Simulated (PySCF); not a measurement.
1-chloroethenyl(methyl)silane (C3H7ClSi), SMILES C(Cl)(=C)[SiH2]C. Atoms are numbered in the order given.

```xyz
12

C     -1.8790    -0.8973    -0.3723
C     -0.7978    -0.1905    -0.0293
Cl    -0.5667     0.2981     1.6568
Si     0.5944     0.3688    -1.1746
C      2.2377    -0.2912    -0.5461
H     -2.0187    -1.1993    -1.4142
H     -2.6435    -1.1905     0.3531
H      0.2760    -0.1464    -2.5390
H      0.6110     1.8598    -1.2038
H      2.2486    -1.3923    -0.5658
H      2.3969     0.0353     0.4933
H      3.0755     0.0765    -1.1593
```
Charge 0, spin multiplicity 1.

Geometry: B3LYP-D3(BJ)/def2-SVP. Other conformers were not sampled.

Two levels are set side by side: PBE/pcSseg-1 (PySCF) and KT2/pcSseg-1 (PySCF). GIAO shifts against HCl (³⁵Cl), TMS (²⁹Si), TMS (¹H), TMS (¹³C) at the same level; non-relativistic, no solvent, atoms listed together averaged. Without spin–orbit terms, shifts of atoms bonded to Cl or Br come out too high at both levels. Differences are taken from unrounded values.

```
quantity                 KT2
---------------------  -----
δ(¹³C) of C1 (ppm)     128.1
δ(¹³C) of C2 (ppm)     149.9
δ(³⁵Cl) of Cl3 (ppm)   284.5
δ(²⁹Si) of Si4 (ppm)   -37.0
δ(¹³C) of C5 (ppm)      -4.4
δ(¹H) of H6, H7 (ppm)   6.25
δ(¹H) of H8, H9 (ppm)   4.68
```

What does PBE give, and how far is it from KT2? (An estimate is asked for; the answer gives what the named calculation found.)


```csv
quantity,PBE,PBE minus KT2
δ(¹³C) of C1 (ppm),135.6,7.5
δ(¹³C) of C2 (ppm),159.8,9.9
δ(³⁵Cl) of Cl3 (ppm),303.4,18.8
δ(²⁹Si) of Si4 (ppm),-37.3,-0.3
δ(¹³C) of C5 (ppm),-4.8,-0.4
"δ(¹H) of H6, H7 (ppm)",6.40,0.15
"δ(¹H) of H8, H9 (ppm)",4.71,0.03
```

Rough cost on one machine, each run with all the roots and properties that it gave: KT2 against PBE within a factor of 2.
